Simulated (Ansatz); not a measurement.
Program: Ansatz. Geometries: PBE0-D4/def2-TZVP. ΔE: electronic, gas phase. CBS: MP2 limit from def2 TZ/QZ plus the TZ coupled-cluster correction, frozen cores. DFT in def2-TZVPP. For Ge outer-core shells are correlated without core-valence functions, which leaves a few kJ/mol of doubt a bond. Scalar relativity is left out up to krypton. One conformer a species, not always the lowest.

Consider the isomerisation: `[NH2][GeH2][CH2][SiH3]` → `C[N]([SiH3])[GeH3]`.

**Question.** Is it downhill or uphill in electronic energy at CCSD(T)/CBS, and by how much? (Estimate.)

**Answer.** Computed: Uphill: ΔE = +6.1 kcal/mol.

**Question.** What do these levels give: PBE-D4, r2SCAN-D4, PBE0-D4, MP2/def2-TZVPP, MP2/def2-QZVPP, HF/CBS(def2)? (Estimate.)

**Answer.** Computed: PBE-D4 6.4, r2SCAN-D4 6.2, PBE0-D4 6.2, MP2/def2-TZVPP 6.2, MP2/def2-QZVPP 6.2, HF/CBS(def2) 2.1 kcal/mol.

Largest T1 diagnostic among the species: 0.011.

In def2-TZVPP, CCSD(T) changes the Hartree–Fock value by +3.1 kcal/mol (the triples alone add +0.2 kcal/mol) and MP2 by +3.5 kcal/mol.
